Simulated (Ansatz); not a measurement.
CH$_{6}$AlNOSi, SMILES `[AlH2][O]/C=N\[SiH3]`, relaxed with RKS PBE-D4/def2-SVP in Ansatz 0.2.0 from a rough embedded geometry. The force threshold is 0.03 eV/Å; the program also tests the step.

Charge 0, multiplicity 1.

Start:

```xyz
11

Al    0.119   -2.622    0.411
O    -0.105   -0.802    0.138
C     0.962   -0.033   -0.258
N     0.885    1.338   -0.406
Si   -0.687    2.152   -0.195
H    -1.225   -3.489    0.816
H     1.483   -3.324    0.168
H     1.962   -0.417   -0.406
H    -1.181    1.995    1.244
H    -0.494    3.588   -0.428
H    -1.719    1.614   -1.085
```

```
step  energy (eV)  largest force (eV/Å)  largest move (Å)
   1  -19125.1924                 5.182             0.000
   2  -19125.5959                 2.412             0.178
   3  -19125.7644                 0.847             0.200
   4  -19125.7986                 0.283             0.151
   5  -19125.8103                 0.196             0.126
   6  -19125.8183                 0.091             0.079
   7  -19125.8188                 0.065             0.023
   8  -19125.8190                 0.015             0.006
```

End:

```xyz
11

Al    0.087   -2.585    0.389
O     0.084   -0.860    0.080
C     1.034    0.043   -0.280
N     0.844    1.290   -0.413
Si   -0.717    2.076   -0.143
H    -1.335   -3.180    0.757
H     1.469   -3.367    0.269
H     2.040   -0.409   -0.459
H    -1.181    1.907    1.282
H    -0.543    3.542   -0.412
H    -1.782    1.545   -1.069
```

Run time 21 s (4 threads of an Arm Neoverse N1 on a shared host); peak host memory 0.18 GiB.
